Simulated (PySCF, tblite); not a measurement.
Isomers of C5H13ClSi2, one GFN2-xTB conformer each. Single-point energies are computed at PBE0/pcSseg-1 (PySCF, gas phase, no added dispersion term), electronic only.

```tsv
SMILES	GFN2-xTB relative energy (kcal/mol)
CC[C@@H]1[SiH2]C[Si@@H]1CCl	36.0
[SiH3]C[Si@@H](Cl)CC1CC1	0.0
C=C[SiH2][C@@](C)(Cl)C[SiH3]	34.7
```

Conformers: `[CH3:1][CH2:2][C@@H:3]1[SiH2:4][CH2:5][Si@@H:6]1[CH2:7][Cl:8]` with C1–C2–C3–Si4 -68°, C5–Si6–C7–Cl8 -171°, C2–C3–Si4–C5 -133°, C3–Si4–C5–Si6 9°, Si4–C5–Si6–C7 105°, C2–C3–Si6–C5 132°; `[SiH3:1][CH2:2][Si@@H:3]([Cl:4])[CH2:5][CH:6]1[CH2:7][CH2:8]1` with Si1–C2–Si3–Cl4 179°, C2–Si3–C5–C6 -69°, Si3–C5–C6–C7 154°; `[CH2:1]=[CH:2][SiH2:3][C@@:4]([CH3:5])([Cl:6])[CH2:7][SiH3:8]` with C1–C2–Si3–C4 -114°, C2–Si3–C4–C5 179°, Si3–C4–C7–Si8 67°.

Question: What does PBE0/pcSseg-1 give for the same structures?

Answer: 
```csv
SMILES,PBE0/pcSseg-1 E (Eh),PBE0/pcSseg-1 (kcal/mol),GFN2-xTB (kcal/mol),point group
[SiH3]C[Si@@H](Cl)CC1CC1,-1236.87302,0.0,0.0,C1
CC[C@@H]1[SiH2]C[Si@@H]1CCl,-1236.84285,18.9,36.0,C1
C=C[SiH2][C@@](C)(Cl)C[SiH3],-1236.80636,41.8,34.7,C1
```

Both levels put the same isomer lowest; measured from each level's own lowest isomer, the values differ by up to 17.1 kcal/mol (CC[C@@H]1[SiH2]C[Si@@H]1CCl: 36.0 against 18.9). As drawn, the lowest has a three-membered ring, which the highest lacks; the highest has a C=C bond outside aromatic rings, which the lowest lacks.

Question: Which frontier levels, dipoles and rotational constants go with these structures?

Answer: 
```csv
SMILES,"HOMO (eV, PBE0/pcSseg-1)",LUMO (eV),dipole (D),"A, B, C (MHz)"
[SiH3]C[Si@@H](Cl)CC1CC1,-7.72,0.50,1.42,"1049, 944.9, 570.6"
CC[C@@H]1[SiH2]C[Si@@H]1CCl,-7.55,-0.05,1.69,"1484, 826.4, 581.6"
C=C[SiH2][C@@](C)(Cl)C[SiH3],-7.77,-0.54,1.64,"1082, 1060, 685.4"
```

Question: What happens when harmonic zero-point energies from GFN2-xTB frequencies are added?

Answer: 
```csv
SMILES,ZPE (kcal/mol),electronic (kcal/mol),with ZPE (kcal/mol)
[SiH3]C[Si@@H](Cl)CC1CC1,100.3,0.0,0.0
CC[C@@H]1[SiH2]C[Si@@H]1CCl,101.5,18.9,20.2
C=C[SiH2][C@@](C)(Cl)C[SiH3],97.0,41.8,38.5
```

The zero-point energies span 4.5 kcal/mol. The order is unchanged.
